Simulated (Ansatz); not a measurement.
Basis-set series for C$_{2}$H$_{4}$ClIn, SMILES `C=[CH][InH][Cl]`. Charge 0, multiplicity 1. In: def2 effective core potential. The structure was optimised at the PBE0-D4/def2-TZVP level. It is one conformer, not always the lowest.

```csv
functional,basis,functions,energy (Eh),HOMO (eV),LUMO (eV)
PBE0-D4,def2-SVP,92,-728.50633,-7.87,-1.77
PBE0-D4,def2-QZVPP,386,-728.78064,-8.03,-1.92
ωB97M-V,def2-SVP,92,-728.63246,-10.02,-0.07
ωB97M-V,def2-QZVPP,386,-728.90993,-10.22,-0.33
```

Q: Give the rows for def2-TZVPP. (An estimate is asked.)

A: Ansatz gave: 
```json
{"functional": "PBE0-D4", "basis": "def2-TZVPP", "functions": "210", "energy (Eh)": "-728.76104", "HOMO (eV)": "-8.01", "LUMO (eV)": "-1.89"}
{"functional": "ωB97M-V", "basis": "def2-TZVPP", "functions": "210", "energy (Eh)": "-728.89107", "HOMO (eV)": "-10.19", "LUMO (eV)": "-0.27"}
```
